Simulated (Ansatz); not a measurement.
`O[SiH2]O[Si](O)(O)O`. Total charge 0; spin multiplicity 1.

Z-matrix (Å, degrees):
```
Si
O 1 1.646
O 1 1.635 2 110.4
H 1 1.484 2 107.6 3 -122.3
H 1 1.478 2 108.5 3 117.2
Si 2 1.619 1 135.7 3 39.2
H 3 0.963 1 114.4 2 -42.5
O 6 1.625 2 114.8 1 104.6
O 6 1.641 2 104.4 1 -12.3
O 6 1.630 2 109.8 1 -135.5
H 8 0.958 6 117.1 2 87.9
H 9 0.958 6 116.9 2 165.6
H 10 0.958 6 117.4 2 36.7
```

**Question.** Give the diagnostics of a CCSD(T)/def2-TZVPP run (frozen core, Ansatz). (An estimate is asked.)

**Answer.** Ansatz gave: T1 = 0.0115, largest single amplitude 0.010, largest double 0.012, (T) share of the correlation energy 3.4 %, 9 CCSD cycles. The RHF solution is stable towards an unrestricted one. T1 lies under the customary mark of 0.02 for closed shells.
